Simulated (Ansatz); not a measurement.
Consider the ligand exchange at a Ge–N bond: `C[N](C)[GeH3]` + `[SiH3]N[SiH3]` → `[SiH3][N]([SiH3])[GeH3]` + `CNC`.

Calculated with Ansatz (gas phase, PBE0-D4/def2-TZVP geometries, no zero-point term in ΔE). CBS: MP2 limit from def2 TZ/QZ plus the TZ coupled-cluster correction, frozen cores. This one scheme is used for every species. Functionals use def2-TZVPP. B3LYP here is the variant with VWN-RPA as its local correlation; programs differ in this. For Ge outer-core shells are correlated without core-valence functions, which leaves a few kJ/mol of doubt a bond. Scalar relativity is left out up to krypton.

`C[N](C)[GeH3]`:

Cartesian coordinates in Å:
```
C 0.335 0.826 1.173
N 0.004 0.362 -0.153
C -1.417 0.205 -0.346
Ge 1.085 -0.946 -0.865
H 0.014 0.137 1.974
H -0.150 1.791 1.362
H 1.413 0.976 1.270
H -1.925 1.163 -0.177
H -1.877 -0.532 0.334
H -1.633 -0.103 -1.372
H 2.535 -0.456 -0.726
H 0.677 -1.115 -2.336
H 0.939 -2.308 -0.139
```

`[SiH3]N[SiH3]`:

```xyz
10

Si   -0.928   -0.591   -1.108
N     0.527   -0.250   -0.245
Si    0.745    0.684    1.189
H    -1.992    0.274   -0.541
H    -1.346   -2.015   -0.985
H    -0.765   -0.305   -2.559
H     1.358   -0.706   -0.597
H    -0.535    1.384    1.461
H     1.838    1.679    1.015
H     1.098   -0.154    2.369
```

`[SiH3][N]([SiH3])[GeH3]`:

Cartesian coordinates in Å:
```
Si -0.600 0.400 -1.612
N 0.006 -0.059 -0.060
Si 1.331 -1.141 0.181
Ge -0.741 0.742 1.441
H -0.217 1.793 -1.977
H -0.051 -0.530 -2.633
H -2.088 0.334 -1.623
H 2.636 -0.431 0.296
H 1.115 -1.886 1.453
H 1.414 -2.096 -0.953
H -1.468 2.009 0.964
H 0.393 1.094 2.417
H -1.729 -0.230 2.106
```

`CNC`:

Cartesian coordinates in Å:
```
C -0.496 0.761 -0.797
N 0.655 0.069 -0.266
C 0.362 -0.653 0.950
H -0.239 1.243 -1.742
H -0.802 1.547 -0.099
H -1.373 0.112 -0.965
H 1.024 -0.566 -0.961
H 0.102 0.057 1.741
H 1.245 -1.204 1.280
H -0.477 -1.365 0.859
```

Is it downhill or uphill in electronic energy at CCSD(T)/CBS, and by how much? (Best estimate.)

Computed: Downhill: ΔE = -15.6 kJ/mol.

What do these levels give: PBE-D4, r2SCAN0-D4, BHLYP-D4, ωB97X-V, ωB97M-V, B3LYP, LC-ωPBE, CCSD/def2-SVP, CCSD(T)/def2-SVP, MP2/def2-TZVPP, HF/def2-QZVPP, MP2/CBS(def2)? (Estimate.)

Ansatz gave: PBE-D4 -13.6, r2SCAN0-D4 -15.8, BHLYP-D4 -18.1, ωB97X-V -14.5, ωB97M-V -14.9, B3LYP -10.5, LC-ωPBE -13.4, CCSD/def2-SVP -15.8, CCSD(T)/def2-SVP -15.9, MP2/def2-TZVPP -15.5, HF/def2-QZVPP -16.5, MP2/CBS(def2) -14.6 kJ/mol.

Largest T1 diagnostic among the species: 0.012.

From BLYP to BHLYP (50 % exact exchange), in def2-TZVPP and without D4, ΔE moves by −4.3 kJ/mol. Leaving LDA and LC-ωPBE aside and taking each functional with its dispersion term where it has one, the values, not all of them listed here, spread over 5.7 kJ/mol, from BHLYP-D4 to BLYP-D4. The D4 term adds −3.8 kJ/mol with B3LYP and −2.1 kJ/mol with PBE0; it sums over pairs of atoms, weighted by their polarisabilities, and B3LYP, whose exchange is more repulsive, gets the larger term.
